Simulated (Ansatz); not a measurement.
Species: MoH$_{5}$ (charge +1, singlet). The spin state was set by rule; other spins were not relaxed. 
Geometry from a B3LYP-D3(BJ)/def2-TZVP (Ansatz, a quantum-chemistry and plane-wave program) optimisation:
```
Mo
H 1 1.6453
H 2 1.4591 1 64.17
H 1 1.6453 2 66.85 3 142.23
H 4 1.4591 1 64.17 2 -142.23
H 1 1.6749 2 116.01 3 -108.98
```
Charge +1, spin multiplicity 1.

Total electronic energies in hartree. Valence correlation only, unless marked. Spin-orbit coupling is left out. Frozen are the shells of the preceding noble gas and the d and f shells that filled before the atom's block. Past Kr the def2 sets carry scalar-relativistic core potentials. CBS(X,Y): correlation extrapolated as X^-3; Hartree-Fock from the larger set. [CCSD(T)-MP2]/basis is that difference in the basis named.

The T1 diagnostic of CCSD in the largest basis is 0.037, which is high, so the coupled-cluster rows are less sure than usual.

```
level                                                     program  energy (Eh)
--------------------------------------------------------  -------  -----------
HF/def2-SVPD                                               Ansatz    -69.94441
RI-HF/def2-TZVPP                                           Ansatz    -69.97276
wB97X-V/def2-TZVPD                                         Ansatz            ?
MP2/def2-TZVPP                                             Ansatz    -70.24845
RI-MP2/CBS(def2-TZVPPD,def2-QZVPPD)                        Ansatz     -70.2726
SCS-MP2/def2-QZVPP                                         Ansatz    -70.26915
CCSD/def2-TZVPPD                                           Ansatz    -70.27054
RI-MP2/CBS(def2-TZVPP,def2-QZVPP)+[CCSD(T)-MP2]/def2-SVP   Ansatz     -70.3133
CCSD(T)/CBS(def2-TZVPPD,def2-QZVPPD)                       Ansatz     -70.3060
```

What belongs in the gaps?


- wB97X-V/def2-TZVPD, energy (Eh): -70.70688
